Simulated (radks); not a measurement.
Results of a calculation; reference values are marked as such.
Q: Dipole-allowed excitations along the series with 11 electrons in [Ne] 3s1. Level of theory: non-relativistic Kohn-Sham, PBE, spin-polarised, spherical densities, point nucleus; open shells are filled with parallel spins first (a radial shooting solver on a logarithmic mesh with Libxc functionals). Time-dependent linear response with the Hartree and adiabatic LDA kernel, continuum included through the Sternheimer equations. Lines are the poles of the dipole polarisability below minus the highest occupied eigenvalue, found on a grid refined at the orbital gaps; the lowest seven at most are given, and weak or close lines can be missed. The first line takes the name of the lowest orbital gap if no other gap lies below it; otherwise a line is named after a gap within 0.6 % of it, if that gap stands alone.

species  -e(HOMO) (eV)  lowest orbital gap (eV)  first line (eV)      f  static alpha (bohr^3)
Si3+            40.317              3s-3p 8.679    9.283 (3s-3p)  0.747                  6.678
P4+             59.402             3s-3p 10.753   11.512 (3s-3p)  0.683                  3.991
S5+             81.630             3s-3p 12.805   13.712 (3s-3p)  0.628                  2.596
Cl6+            106.97             3s-3p 14.840   15.892 (3s-3p)  0.581                  1.792
Ar7+            135.39             3s-3p 16.863   18.059 (3s-3p)  0.541                  1.293

Estimate the first line of K8+, its oscillator strength and the static polarisability.

A: 20.216 eV (3s-3p), f = 0.506, alpha = 0.9651 bohr^3.
